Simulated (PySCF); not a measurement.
Does the answer move with the share of exact exchange?

Species: C3HN3Si.
Atom-mapped SMILES: `[N:1]#[C:2][SiH:3]([C:4]#[N:5])[C:6]#[N:7]` (hydrogens: H8 on Si3)

PySCF, pcSseg-2 basis, density fitting, gas phase, PBE0-D3(BJ)/def2-SVP geometry. One functional is left out:

```csv
functional,exact exchange (%),HOMO energy (eV),LUMO energy (eV),dipole moment (D)
BP86,0,-9.57,-3.48,2.889
LDA,0,-9.63,-3.65,2.984
PBE,0,-9.47,-3.40,2.880
B97-2,21,-10.62,-2.51,2.957
BHandHLYP,50,-12.09,-1.42,3.091
```

**Question.** Predict the row of mPW1PW91 (25 % exact exchange) by straight lines through the other rows, and check it.

**Answer.** 
| property | line | computed | computed − line | B97-2 (21 %), for comparison |
| --- | --- | --- | --- | --- |
| HOMO energy (eV) | -10.82 | -10.93 | -0.11 | -10.62 |
| LUMO energy (eV) | -2.44 | -2.49 | -0.05 | -2.51 |
| dipole moment (D) | 2.996 | 2.975 | -0.021 | 2.957 |

**Question.** Which of these properties follows the share of exact exchange most closely, and which least?

**Answer.** Most closely the HOMO energy, least the dipole moment; the correlations over the tabulated rows are HOMO energy -0.999, LUMO energy 0.994, dipole moment 0.862. The HOMO energy moves by -0.507 eV for every 10 %. Functionals with the same share still differ in their other parts: at 0 % LDA and PBE differ by 0.16 eV in it.
